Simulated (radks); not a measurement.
All-electron atom: Tl IV in [Xe] 4f14 5d10 (the NIST ground configuration).

Method: scalar-relativistic Kohn-Sham, r2SCAN, spin-polarised, spherical densities, finite nucleus; meta-GGA in the generalised Kohn-Sham scheme; Fermi nuclear charge, rms radius 5.4759 fm; computed with a radial shooting solver on a logarithmic mesh with Libxc functionals.

Energy parts (eV):
| part | energy |
|---|---|
| total | -550785.78 |
| kinetic | 620016.40 |
| electron-nucleus | -1371032.96 |
| Hartree | 210520.96 |
| exchange-correlation | -10290.18 |

Orbitals (lengths in bohr, moments of r in powers of bohr; <r^-3> diverges for s and p1/2; r(max) is where P^2 peaks):
\begin{tabular}{lrrrrrr}
orbital & occ. & eigenvalue (eV) & <r^2> & r(max) & <1/r> & <r^-3> \\ \hline
1s & 2 & -85716.37 & 0.0003690 & 0.01003 & 99.39 & - \\
2s & 2 & -15315.72 & 0.005605 & 0.05812 & 23.35 & - \\
2p & 6 & -13177.40 & 0.004756 & 0.04832 & 20.59 & 28150 \\
3s & 2 & -3689.660 & 0.03602 & 0.1638 & 8.666 & - \\
3p & 6 & -3071.526 & 0.03724 & 0.1637 & 7.858 & 6517 \\
3d & 10 & -2428.980 & 0.03090 & 0.1335 & 7.372 & 794.8 \\
4s & 2 & -853.1156 & 0.1729 & 0.3689 & 3.717 & - \\
4p & 6 & -649.6232 & 0.1977 & 0.3888 & 3.350 & 1586 \\
4d & 10 & -409.6275 & 0.2230 & 0.3954 & 3.008 & 170.9 \\
4f & 14 & -144.5765 & 0.2629 & 0.3590 & 2.604 & 34.10 \\
5s & 2 & -162.7887 & 0.8692 & 0.8093 & 1.541 & - \\
5p & 6 & -107.3902 & 1.146 & 0.9052 & 1.318 & 281.7 \\
5d & 10 & -44.6965 & 2.054 & 1.109 & 0.9779 & 19.27 \\
\end{tabular}

The highest occupied level is 5d at -44.696 eV. Summed over all electrons, <r^2> = 37.25 bohr^2, which gives a Langevin (diamagnetic) susceptibility term of -29.5 x 10^-6 cm^3/mol.
